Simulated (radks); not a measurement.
Values are calculated unless marked as measured or tabulated.
Effect of the nuclear size on the dysprosium ion Dy+, [Xe] 4f10 6s1. Level of theory: Dirac Kohn-Sham, LDA (Slater exchange, Perdew-Wang correlation), spin-unpolarised, spherical densities, finite nucleus; open shells fill j = l - 1/2 first; Fermi nuclear charge, rms radius 5.2218 fm (a radial shooting solver on a logarithmic mesh with Libxc functionals). The rms radius is varied about that value; shifts are against it.

rms radius (fm)	total energy shift (eV)	density at nucleus (e/bohr^3)	1s1/2 shift (meV)	2s1/2 shift (meV)	4p1/2 shift (meV)	5s1/2 shift (meV)	5p1/2 shift (meV)	6s1/2 shift (meV)	6p1/2 (empty) shift (meV)
4.59	-5.93	7.635e+05	-2440	-320	0.239	-2.52	0.169	-0.219	0.063
4.8615	-3.45	7.517e+05	-1420	-186	0.139	-1.47	0.098	-0.127	0.037
5.2218	0	7.373e+05	0.000	0.000	0.000	0.000	0.000	0.000	0.000
5.5873	3.68	7.238e+05	1510	199	-0.148	1.57	-0.105	0.136	-0.039
5.8589	6.54	7.146e+05	2690	352	-0.261	2.78	-0.186	0.241	-0.070

Slopes of the eigenvalues against <r^2> in GHz/fm^2, as finite differences over the two radii next to the reference (eigenvalue slopes, not the field-shift constants of lines): 1s1/2 93500, 2s1/2 12300, 4p1/2 -9.12, 5s1/2 96.7, 5p1/2 -6.49, 6s1/2 8.39, 6p1/2 (empty) -2.42.
